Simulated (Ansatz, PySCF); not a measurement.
Dimer: CH2O (SMILES C=O) (first 4 atoms) with CH6Si (SMILES C[SiH3]); geometry from B3LYP-D3(BJ)/def2-TZVP, rigid monomers moved along the line of their centres of mass till O2···Si6 is 4.58 Å.
(charge 0, multiplicity 1):
```xyz
12

C      0.17192     0.23390    -0.28016
O     -0.81602    -0.03472     0.34573
H      1.15053     0.38757     0.21129
H      0.15313     0.34126    -1.38119
C     -1.36702    -0.63580     5.03888
Si     0.42272    -0.16812     4.75125
H     -1.44064    -1.61743     5.51082
H     -1.90178    -0.66600     4.08971
H     -1.85754     0.08904     5.69133
H      1.16072    -0.12300     6.04022
H      0.54359     1.16972     4.12170
H      1.11079    -1.15202     3.87950
```

Interaction energies are E(AB) − E(A) − E(B) at the monomers' geometry in the complex; basis-set methods are counterpoise corrected.

Cores are frozen in the correlated methods.

Run with Ansatz (a program for electronic structure) with Gaussian orbitals; PySCF for the dispersion terms. Each number belongs to the level named beside it.

PBE/def2-TZVPPD gives -25.6 meV for the interaction energy.

Task: Predict the shift from PBE, with its sign, for: PBE-D3(BJ)/def2-TZVPPD, r2SCAN/def2-TZVPPD, B3LYP/def2-TZVPPD, wB97M-V/def2-TZVPPD, MP2/aug-cc-pV(D+d)Z, CCSD(T)/aug-cc-pV(D+d)Z.

Result: PBE-D3(BJ)/def2-TZVPPD -14.7; r2SCAN/def2-TZVPPD -0.1; B3LYP/def2-TZVPPD 11.2; wB97M-V/def2-TZVPPD -10.4; MP2/aug-cc-pV(D+d)Z -9.0; CCSD(T)/aug-cc-pV(D+d)Z -9.3 meV. 1 of 6 lie above PBE; the widest gap is to PBE-D3(BJ)/def2-TZVPPD.
